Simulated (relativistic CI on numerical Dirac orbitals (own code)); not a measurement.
## In3+: sensitivity of the levels to the model

Base calculation: Dirac-Coulomb-Breit CI, orbitals from a KLI potential per configuration, a model potential for QED, valence Slater integrals scaled by 0.85, P86 correlation energy added to each configuration.

CI space (outside the closed core [Kr]): 4d¹⁰, 4d⁹5s, 4d⁹4f, 4d⁹5p, 4d⁹5d, 4d⁹6s, 4d⁸5s², 4d⁹6p, 4d⁸4f², 4d⁹6d, 4d⁹7s, 4d⁸5s5p, 4d⁹7p, 4d⁹5f, 4d⁹5g, 4d⁹7d, 4d⁹6f, 4d⁸5p², 4d⁸5s5d, 4d⁸4f5s. Levels of other configurations are missing.

The lowest level and the first level of each name with at least 55 % of one term (blank where a level has no safe partner in the second run):

```tsv
Level	Base (cm⁻¹)	Shift (cm⁻¹)
4d¹⁰ ¹S0	0.0	0.0
4d⁹5s ³D3	135883.5	-199.7
4d⁹5s ³D2	137995.1	-201.0
4d⁹5s ³D1	142755.5	-221.2
4d⁹5s ¹D2	145499.7	-215.6
4d⁹5p ³P°2	199481.3	-34.6
4d⁹5p ³F°3	202210.0	-32.5
4d⁹5p ³P°1	205706.4	-49.9
4d⁹5p ³F°4	206097.0	-42.5
4d⁹5p ³F°2	207353.3	-49.2
4d⁹5p ³P°0	209845.7	-64.0
4d⁹5p ¹D°2	210681.3	-44.4
4d⁹5p ³D°3	210929.7	-43.0
4d⁹5p ¹P°1	214062.3	-49.3
4d⁹5p ³D°1	216495.7	-59.5
4d⁹5p ³D°2	217662.0	-62.5
4d⁹5d ³S1	287973.4	-31.6
4d⁸5s² ³F4	288233.8	-390.6
4d⁹5d ³P2	291110.3	-35.9
4d⁹5d ³G5	291253.8	-31.2
4d⁹5d ³F4	294168.3	-61.9
4d⁹5d ³P0	294338.8	-45.6
```

Correlation outside the listed configurations is missing or only estimated: errors of thousands of cm⁻¹ between configurations and terms are usual at this charge. Rates and lifetimes follow the computed energies and can be off by large factors. The fine structure of a lone outer electron comes out too small, for d and f at times inverted, and misplaced configurations move strength between like terms. 46 of the 69 excited levels that our extract of the measured tables holds in this range could be paired (the sources list more); they are missed by 4955 cm⁻¹ on average and 12000 at most, and levels without a partner can miss by more.

Problem. One thing was changed in a second run, which moved the levels as shown. Which?
A. QED terms removed
B. valence Slater integrals scaled by 0.75
C. Breit term removed
D. no correlation estimate
E. configuration mixing switched off

Solution. A. QED terms removed. QED shifts follow the density of s (and p1/2) electrons at the nucleus, so configurations move by their count of such electrons; where none moves, the smaller shifts of p3/2 electrons and of j = l + 1/2 against j = l − 1/2 set the pattern.

LS names give the leading component of a level, which can be under half, so a name can repeat, a term be missing and a line seem to break the LS rules.
